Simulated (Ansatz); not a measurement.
## A relaxation, step by step

CH₂OSe (SMILES [C-]#[O+].[SeH2]), closed shell, PBE0-D4/def2-TZVP (Ansatz 0.2.0). Settings:

```yaml
hamiltonian: {xc: pbe0, dispersion: d4}
relax: {f_tol: 0.005, max_steps: 200}
```

Start (the SMILES describes the start alone):

| atom | x (Å) | y (Å) | z (Å) |
| --- | --- | --- | --- |
| C1 | 0.1435 | 0.4425 | -1.9902 |
| O2 | 0.0547 | -0.2787 | -2.8710 |
| Se3 | -0.5790 | -0.0886 | 1.1549 |
| H4 | 0.7320 | 0.6001 | 1.2048 |
| H5 | -0.3511 | -0.6754 | 2.5015 |

```
               step  energy less the last (meV)  largest force component (eV/Å)
                  1                        33.3                           1.745
 3 (rejected trial)                       286.8                           6.176
                  5                         2.3                           0.134
                  7                         1.4                           0.032
                  9                         1.1                           0.161
                 11                         0.6                           0.031
                 13                         0.4                           0.012
                 15                         0.4                           0.003
                 17                         0.3                           0.037
                 19                         0.3                           0.043
                 21                         0.2                           0.047
                 23                         0.2                           0.041
                 25                         0.1                           0.029
27 (rejected trial)                         0.1                           0.096
29 (rejected trial)                         0.2                           0.169
                 31                         0.1                           0.006
                 33                         0.0                           0.054
                 35                         0.0                           0.000
37 (rejected trial)                         1.0                           0.406
                 38                         0.0                           0.004
```

Step 15, positions (Å) and forces (eV/Å):

```json
{"atom": "C1", "x": "0.192", "y": "0.395", "z": "-2.088", "Fx": "0.000", "Fy": "0.002", "Fz": "0.002"}
{"atom": "O2", "x": "0.041", "y": "-0.187", "z": "-3.037", "Fx": "0.000", "Fy": "-0.001", "Fz": "-0.002"}
{"atom": "Se3", "x": "-0.563", "y": "-0.201", "z": "1.248", "Fx": "-0.002", "Fy": "-0.002", "Fz": "-0.003"}
{"atom": "H4", "x": "0.683", "y": "0.572", "z": "1.228", "Fx": "0.001", "Fy": "0.000", "Fz": "0.001"}
{"atom": "H5", "x": "-0.353", "y": "-0.579", "z": "2.650", "Fx": "0.001", "Fy": "0.002", "Fz": "0.002"}
```

Step 25, positions (Å) and forces (eV/Å):

```
atom       x       y       z      Fx      Fy      Fz
  C1   0.203   0.349  -2.086  -0.005  -0.014  -0.029
  O2   0.032  -0.125  -3.090   0.005   0.014   0.029
 Se3  -0.533  -0.272   1.257   0.003   0.000   0.003
  H4   0.671   0.563   1.224  -0.001   0.000  -0.001
  H5  -0.374  -0.515   2.696  -0.001   0.000  -0.002
```

Step 31, positions (Å) and forces (eV/Å):

| atom | x | y | z | Fx | Fy | Fz |
| --- | --- | --- | --- | --- | --- | --- |
| C1 | 0.216 | 0.330 | -2.084 | -0.001 | -0.003 | -0.006 |
| O2 | 0.019 | -0.102 | -3.102 | 0.001 | 0.003 | 0.006 |
| Se3 | -0.515 | -0.300 | 1.256 | 0.000 | 0.000 | 0.000 |
| H4 | 0.667 | 0.565 | 1.224 | 0.000 | 0.000 | 0.001 |
| H5 | -0.386 | -0.492 | 2.706 | 0.000 | 0.001 | -0.001 |

Last step (38):

```
5
angstrom
C 0.2333 0.2977 -2.0841
O 0.0003 -0.0643 -3.1213
Se -0.4869 -0.3440 1.2592
H 0.6600 0.5675 1.2255
H -0.4066 -0.4570 2.7207
```

The run took about 66 s on 2 CPU threads of an Arm Neoverse V1 (shared host).
